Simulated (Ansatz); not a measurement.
Pb₂S₃: single points at one geometry.

```yaml
crystal:
  periodic: [false, false, false]
  atoms:
    - {symbol: Pb, position_ang: [2.209441, 0.082694, 0.038180]}
    - {symbol: Pb, position_ang: [-1.872559, 1.175427, -0.043853]}
    - {symbol: S, position_ang: [0.565863, -1.888109, 0.027391]}
    - {symbol: S, position_ang: [0.530953, 1.982798, -0.008898]}
    - {symbol: S, position_ang: [-1.433698, -1.352810, -0.012820]}
basis:
  gaussian: {orbitals: def2-TZVP, initial_orbitals: start.molden}
hamiltonian: {xc: pbe}
correlation: {method: rpa}
scf: {omitted_lower_state_checks: [starts]}
```

The file start.molden holds the orbitals of an earlier run on this structure, at another level or in another basis.

```sh
$ ansatz run in.yaml --threads 4 --pin off --events-out ev --progress --plain --max-ram 4787MiB
```

Shortened log:

```
Functional definition: PBE
1642 factors; integrals over basis functions are off by at most 9.4e-4 eV
mean field evaluation 1: about -42996.6107 eV, gradient 1.4e1 eV
mean field evaluation 2: about -42996.7804 eV, gradient 2.8e-1 eV
mean field evaluation 4: about -42996.7737 eV, gradient 3.8e-3 eV
mean field evaluation 8: about -42996.7737 eV, gradient 1.5e-6 eV
mean field -42996.77370634 eV, -1580.1022894479 hartree, gradient 1.7e-6 eV, S^2 0.000000; 0 other end points of the search recorded, 0 dependent functions left out
23 core orbitals not correlated: weight in the atoms' cores, before any rotation towards them, 1.000 or more for the frozen orbitals, at most 0.000 for the correlated occupied ones
reference -42894.76251377 eV, -1576.3534472668 hartree; 23, 23 occupied and 165, 165 virtual orbitals, 1642 factors
Total energy: -42944.18514703 eV, -1578.1696955390 hartree
Checks for a lower state left out: starts
```

Hardware: 4 threads of Arm Neoverse V2 on a shared host. Wall time 7 s, peak host memory 0.6 GiB.

The first input with `hamiltonian: {xc: {name: revPBE}, dispersion: d4}`, `output: {orbitals: {seedname: orbitals}}` and without the key `correlation` (abridged; 2.2 s):

```
Functional definition: revPBE
mean field -43007.13671448 eV, -1580.4831229728 hartree, gradient 3.0e-5 eV, S^2 0.000000
Total energy: -43007.83880684 eV, -1580.5089243911 hartree
Checks for a lower state left out: starts
```

First input, but with `correlation: {method: ccsd_t}`, `output: {orbitals: {seedname: orbitals}}` and without the key `hamiltonian` (abridged; 2.7 min):

```
Functional definition: HF
mean field -42897.22079053 eV, -1576.4437872715 hartree, gradient 8.2e-6 eV, S^2 0.000000
23 core orbitals not correlated: weight in the atoms' cores, before any rotation towards them, 1.000 or more for the frozen orbitals, at most 0.000 for the correlated occupied ones
second order -35.37401320 eV of doubles, -0.00000000 eV of singles
cycle   1  -33.18883839 eV  change     2.2e0 eV  update   1.9e-1
cycle   2  -34.22053272 eV  change    -1.0e0 eV  update   6.9e-2
cycle   3  -34.47875526 eV  change   -2.6e-1 eV  update   4.3e-2
cycle   4  -34.44433377 eV  change    3.4e-2 eV  update   2.0e-2
cycle   5  -34.42233319 eV  change    2.2e-2 eV  update   1.2e-2
cycle   6  -34.43058387 eV  change   -8.3e-3 eV  update   5.5e-3
cycle   7  -34.43401925 eV  change   -3.4e-3 eV  update   2.4e-3
cycle   8  -34.43229321 eV  change    1.7e-3 eV  update   8.6e-4
cycle   9  -34.43284250 eV  change   -5.5e-4 eV  update   3.6e-4
cycle  10  -34.43299089 eV  change   -1.5e-4 eV  update   1.3e-4
cycle  11  -34.43272507 eV  change    2.7e-4 eV  update   5.4e-5
cycle  12  -34.43282041 eV  change   -9.5e-5 eV  update   2.7e-5
cycle  13  -34.43281755 eV  change    2.9e-6 eV  update   1.1e-5
perturbative correction -1.57384286 eV, -0.0578376584 hartree
Total energy: -42933.22745094 eV, -1577.7670076353 hartree
Checks for a lower state left out: starts
```

The first input with `hamiltonian: {xc: {name: r2SCANh}, dispersion: d4}`, `output: {orbitals: {seedname: orbitals}}` and without the key `correlation` (abridged; 8 s):

```
Functional definition: r2SCANh
mean field -43009.80840697 eV, -1580.5813058610 hartree, gradient 1.4e-5 eV, S^2 0.000000
Total energy: -43009.89173386 eV, -1580.5843680677 hartree
Checks for a lower state left out: starts
```

The first input with `gaussian: {orbitals: def2-SVP, initial_orbitals: start.molden}`, `hamiltonian: {xc: pbe, dispersion: d4}`, `output: {orbitals: {seedname: orbitals}}` and without the key `correlation` (abridged; 1.1 s):

```
Functional definition: PBE
mean field -42984.94523601 eV, -1579.6676011810 hartree, gradient 1.3e-5 eV, S^2 0.000000
Total energy: -42985.30863729 eV, -1579.6809559316 hartree
Checks for a lower state left out: starts
```

First input, but with `hamiltonian: {xc: r2scan, dispersion: d4}`, `output: {orbitals: {seedname: orbitals}}` and without the key `correlation` (abridged; 6.5 s):

```
Functional definition: r2SCAN
mean field -43011.38956500 eV, -1580.6394123469 hartree, gradient 1.3e-5 eV, S^2 0.000000
Total energy: -43011.46126112 eV, -1580.6420471306 hartree
Checks for a lower state left out: starts
```

The first input with `gaussian: {orbitals: def2-SVP, initial_orbitals: start.molden}`, `hamiltonian: {xc: pbe0, dispersion: d4}`, `output: {orbitals: {seedname: orbitals}}` and without the key `correlation` (abridged; 1.7 s):

```
Functional definition: PBE0
mean field -42985.52010215 eV, -1579.6887271220 hartree, gradient 1.6e-5 eV, S^2 0.000000
Total energy: -42985.83650190 eV, -1579.7003545983 hartree
Checks for a lower state left out: starts
```

Geometry: r2SCAN-D4/def2-SVP.

In the def2 sets Pb takes a core potential; there is no spin–orbit coupling. Correlated methods freeze 23 core orbitals; core or outer-core shells of Pb are correlated, in sets that lack core-valence functions. At CCSD(T)/def2-TZVP T1 of the charge 0 singlet is large (up to 0.023), so the single-reference result is doubtful. Another isomer (singlet) lies 0.36 eV lower at PBE0-D4/def2-TZVP; other spin states weren't run for this one.
